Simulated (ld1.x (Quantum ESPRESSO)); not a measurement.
## u(r) = r·R(r): atom against pseudo-atom (Sc (Z = 21))

Columns: radius, all-electron u(r) and pseudo u(r) of the 3p shell (level -33.62 eV) of scandium in the configuration [Ne] 3s2 3p6 3d1 4s2 4p0; PBE, scalar-relativistic, TM semilocal scheme, ld1.x (Quantum ESPRESSO) 7.5.

```
r (bohr)  all-electron   pseudo
   0.150        0.4822  -0.0561
   0.300        0.3033  -0.2143
   0.450       -0.1951  -0.4434
   0.600       -0.6219  -0.6909
   0.750       -0.8806  -0.8888
   0.900       -0.9861  -0.9863
   1.050       -0.9842  -0.9842
   1.200       -0.9188  -0.9188
   1.350       -0.8220  -0.8220
   1.500       -0.7148  -0.7148
   1.650       -0.6093  -0.6093
   1.800       -0.5120  -0.5120
   1.950       -0.4256  -0.4256
   2.100       -0.3511  -0.3511
   2.250       -0.2879  -0.2879
   2.400       -0.2349  -0.2349
   2.550       -0.1911  -0.1911
   2.700       -0.1551  -0.1551
   2.850       -0.1256  -0.1256
   3.000       -0.1015  -0.1015
   3.150       -0.0819  -0.0819
   3.300       -0.0659  -0.0659
   3.450       -0.0530  -0.0530
   3.600       -0.0426  -0.0426
   3.750       -0.0342  -0.0342
   3.900       -0.0274  -0.0274
```

Q: How many radial nodes do the two functions have?

A: The all-electron 3p function has n − l − 1 = 1; the pseudo-wave has 0, since the states of the same l below it are removed with the core.

Q: At about which radius was the pseudo-wave matched?

A: 1.00 bohr, where the columns begin to agree (steps of 0.15 bohr).

Q: Is the pseudo-wave norm-conserving?

A: Yes: the TM semilocal scheme keeps the norm inside the radius equal to the all-electron one, which fixes the energy derivative of the logarithmic derivative at the level.
